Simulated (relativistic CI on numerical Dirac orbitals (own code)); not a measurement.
# Hyperfine structure of Re XLI, mass number 185

Computed by Dirac-Coulomb-Breit CI, KLI orbitals optimised for each configuration, a model potential for QED, unscaled Slater integrals (own radial code, finite nucleus).

CI space (outside the closed core [Ar] 3d10): 4s2.4p5, 4s.4p6, 4s2.4p4.4d, 4s.4p5.4d, 4s2.4p4.4f, 4s.4p5.4f, 4p6.4d, 4s.4p4.4d2, 4s2.4p3.4d.4f, 4p6.4f, 4p5.4d.4f, 4p5.4d2, 4p4.4d3, 4p4.4d2.4f. Double excitations out of closed p, d and f shells are left out; levels of such configurations are missing from the list, as are those of other unlisted configurations, and high levels can miss mixing partners.

Nuclear spin I = 5/2, μ = 3.176 μN, Q = 2.07 b (tables of Stone and Pyykkö). The electronic factors are computed for point nuclear moments, without core polarisation or the Bohr-Weisskopf and QED corrections.

| Level | E (cm⁻¹) | A (GHz) | B (GHz) |
| --- | --- | --- | --- |
| 4s2.4p5 2P°_3/2 | 0 | 77.33 | -253 |
| 4s2.4p5 2P°_1/2 | 805179 | 689.1 |  |
| 4s2.4p4.4d 2D_3/2 | 1333457 | 39.67 | 132 |
| 4s2.4p4.4d 4F_9/2 | 1408123 | 42.53 | 78.6 |
| 4s2.4p4.4d 2D_5/2 | 1515528 | 21.35 | 284 |
| 4s.4p6 2S_1/2 | 1683529 | 1590 |  |

Levels with J = 0, under 50 % of one LS term, or S terms without an open s electron are left out. Small factors come from cancelling terms and can be off by tens of per cent or more.

At this charge energies of transitions that change n are usually good to better than 1 %, and those within a shell (Δn = 0) to a few per cent.

Q: Give the hyperfine levels of 4s2.4p5 2P°_1/2 relative to its centre of gravity.

A: With K = F(F + 1) − I(I + 1) − J(J + 1), E = AK/2: F = 2: -1206, F = 3: 861.4 GHz.

LS names give the leading component of a level, which can be under half, so a name can repeat, a term be missing and a line seem to break the LS rules.
